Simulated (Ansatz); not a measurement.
`C/C=C(\O)[SiH3]` + `BSC` → `CSB[SiH3]` + `C/C=C/O`  (formal exchange of groups at the Si–C bond)

Gas-phase electronic energies from Ansatz, PBE0-D4/def2-TZVP geometries. CCSD(T)/CBS adds triple-zeta CCSD(T) − MP2 to the extrapolated MP2 energy (def2 sets, frozen cores). Double bonds are as drawn, so ΔE can hold a change between cis and trans. DFT in def2-TZVPP. One conformer a species, not always the lowest.

| level | ΔE (kcal/mol) |
| --- | --- |
| ωB97X-V | 0.4 |
| SCS-MP2/def2-QZVPP | 1.7 |

(1) What does CCSD(T)/CBS give? (An estimate is asked.)

Largest T1 diagnostic among the species: 0.015.

Results:

(1) Computed: +0.5 kcal/mol. The listed levels differ from it by -0.1, 1.2 kcal/mol.
